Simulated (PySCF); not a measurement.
PySCF 2.14 output of an unrestricted PBE calculation on a single atom or ion in aug-cc-pVDZ-DK (4s3p2d, 23 functions), with the spin-free X2C one-electron Hamiltonian (Gaussian nucleus):

```
SCF conv_tol = 1e-09
number electrons alpha = 4  beta = 2
    J. P. Perdew, K. Burke, and M. Ernzerhof.,  Phys. Rev. Lett. 77, 3865 (1996)
    J. P. Perdew, K. Burke, and M. Ernzerhof.,  Phys. Rev. Lett. 78, 1396 (1997)
    J. P. Perdew, K. Burke, and M. Ernzerhof.,  Phys. Rev. Lett. 77, 3865 (1996)
    J. P. Perdew, K. Burke, and M. Ernzerhof.,  Phys. Rev. Lett. 78, 1396 (1997)
cycle= 1 E= -37.8065169059776  delta_E= -0.00305  |g|= 0.00582  |ddm|= 0.172
cycle= 2 E= -37.8065425486735  delta_E= -2.56e-05  |g|= 0.00123  |ddm|= 0.0155
cycle= 3 E= -37.8065432999128  delta_E= -7.51e-07  |g|= 0.000768  |ddm|= 0.00664
cycle= 4 E= -37.8065438085572  delta_E= -5.09e-07  |g|= 2.22e-05  |ddm|= 0.00296
cycle= 5 E= -37.8065438089651  delta_E= -4.08e-10  |g|= 5.29e-07  |ddm|= 8.58e-05
converged SCF energy = -37.8065438089651  <S^2> = 2.0027701  2S+1 = 3.0018461
```

The run itself started from symmetry-adapted Hartree-Fock orbitals and held the occupation by maximum overlap, on a logarithmic radial grid, so the iterations belong to that start.

Problem. Which element, charge and spin multiplicity is this?

Solution. C (carbon, neutral), multiplicity 3; the state was [He] 2s2 2p2, high-spin 3P determinant.
